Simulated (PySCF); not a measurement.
A PySCF script (with the pyscf-properties extension) for the NMR shieldings of `InChI=1S/C4H14BNSi/c1-4(2)6-5-3-7-4/h3,5-7H2,1-2H3`, on a GFN2-xTB geometry:

```python
import basis_set_exchange as bse
import numpy as np
from pyscf import gto, dft
from pyscf.prop import nmr

atoms = """
C     1.657991   -0.570180   -1.198628
C     0.672033    0.015896   -0.195216
C     1.428936    0.749473    0.900219
N    -0.087483   -1.090604    0.434526
B    -1.503115   -0.618014    1.115502
C    -2.156197    0.364373   -0.035108
Si   -0.716178    1.127908   -0.973116
H     2.363669   -1.250761   -0.716476
H     2.228453    0.227725   -1.666953
H     1.138207   -1.113634   -1.986941
H     1.973675    1.590738    0.480413
H     0.736097    1.126983    1.646195
H     2.146984    0.091244    1.394572
H     0.480864   -1.580840    1.123088
H    -0.347806   -1.756892   -0.287020
H    -2.124683   -1.619838    1.306354
H    -1.241078   -0.043788    2.126632
H    -2.796302   -0.193805   -0.721666
H    -2.798897    1.126518    0.401979
H    -0.381458    2.532830   -0.720726
H    -0.682632    0.901614   -2.428103
"""
names = dict.fromkeys(["C", "N", "B", "Si", "H"], "pcSseg-1")
basis = {el: gto.basis.parse(bse.get_basis(n, elements=[el], fmt="nwchem")) for el, n in names.items()}
mol = gto.M(atom=atoms, basis=basis, charge=0, verbose=0)
mf = dft.RKS(mol, xc="PBE0")
mf.grids.level = 2
mf.grids.alignment = dft.numint.BLKSIZE   # the property module wants whole blocks of grid points
mf.conv_tol = 1e-9
mf.kernel()

calc = nmr.RKS(mf)   # GIAO
C = mf.mo_coeff
Co = C[:, mf.mo_occ > 0]
resp = mf.gen_response(singlet=True, hermi=2)
def vind(x):   # induced exchange potential for any number of trial vectors
    d = np.einsum("pi,xij,qj->xpq", C, 2 * x.reshape(-1, C.shape[1], Co.shape[1]), Co, optimize=True)
    return np.einsum("xpq,pi,qj->xij", resp(d - d.transpose(0, 2, 1)), C, Co, optimize=True).ravel()
mo1, _ = nmr.rhf.solve_mo1(calc, with_cphf=vind)
sigma = calc.kernel(mo1)
for i, s in enumerate(sigma):   # ppm
    print("%2d %-2s %9.2f" % (i, mol.atom_pure_symbol(i), np.trace(s) / 3))
```

Problem. What are the results?

Solution. 
```
 0 C     154.47
 1 C     140.04
 2 C     159.84
 3 N     171.97
 4 B     117.49
 5 C     192.78
 6 Si    361.33
 7 H      30.57
 8 H      30.15
 9 H      30.45
10 H      30.52
11 H      29.45
12 H      31.14
13 H      29.24
14 H      29.09
15 H      29.05
16 H      29.25
17 H      31.46
18 H      31.53
19 H      27.54
20 H      27.61
```

These numbers come from an equivalent density-fitted implementation of the same equations, which agrees with the script to about 0.01 ppm for H and up to a few tenths of a ppm for heavy atoms, so last digits may differ.

Size and cost of the density-fitted run: 196 basis functions, 75 s wall time on 1 thread of an Arm Neoverse N1, shared host; peak memory 0.88 GiB.
